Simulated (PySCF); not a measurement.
# Checking a proposed structure

A compound C$_{3}$H$_{15}$NSi$_{3}$ gives the data below (simulated from a calculation) and was assigned the structure `CC(C)[Si](N)([SiH3])[SiH3]`.

13C{1H} NMR (computed): δ 43.6 (CH3, 2C), -8.6 (CH3).

1H NMR (500 MHz, computed): δ 5.01 (m, 1H), 4.81 (m, 1H), 4.14 (m, 1H), 3.39 (d, 3H), 2.66 (s, 6H), 0.30 (d, 3H).

PySCF calculation with PBE0/pcSseg-1 with gauge-including orbitals and geometry: GFN2-xTB; single conformer, rapidly exchanging positions averaged, in vacuum, no relativistic terms.

Chemical shifts δ = σref − σ; 1H, 13C vs TMS, all at this level.

(1) Compare with the shifts computed for the proposed structure, pairing carbons in order of shift.

(2) Which isomer fits?

## Answers

(1) Atom-mapped SMILES (the numbers label the heavy atoms): `[CH3:1][CH:2]([CH3:3])[Si:4]([NH2:5])([SiH3:6])[SiH3:7]`. Hydrogens are named by the atom that carries them.

```tsv
atom	computed for proposal	given list	difference
C2	23.8	43.6	-19.8
C1	21.5	43.6	-22.1
C3	21.5	-8.6	+30.1
```

The rms difference is 24.4 ppm and the largest +30.1 ppm at C3 (methyl carbon). The carbon types in order of shift don't match either: CH, CH3, CH3 for the proposal against CH3, CH3, CH3 in the data. The proposal doesn't fit.

(2) `CN(C)[SiH2][Si@H](C)[SiH3]`.

1. Carbon types of the structure: 3 × CH3, leaving 6 H on heteroatoms.
2. δC 43.6: methyl carbon bonded to N; the inductive effect lowers its shielding.
3. δC -8.6: methyl carbon bonded to Si; an electropositive neighbour leaves it electron-rich and shielded.
4. δH 2.66: hydrogen on a methyl carbon bonded to N; its carbon carries N, an electronegative neighbour.
5. δH 0.30: hydrogen on a methyl carbon bonded to Si; an electropositive neighbour shields it, as in TMS itself.

The shifts were computed for this structure.

Shifts are as computed. Against solution values, carbons near 30 ppm lie about +3 ppm off and those near 130 ppm about +5 ppm. Of 1211 compounds with measured shifts, 218 miss one by over three times the rms of a fit or turn the order of signals round; such compounds aren't used in these exercises. Multiplicities follow the n + 1 count of equivalent neighbours, as no J values were calculated; m marks all less simple cases, F and P coupling included.
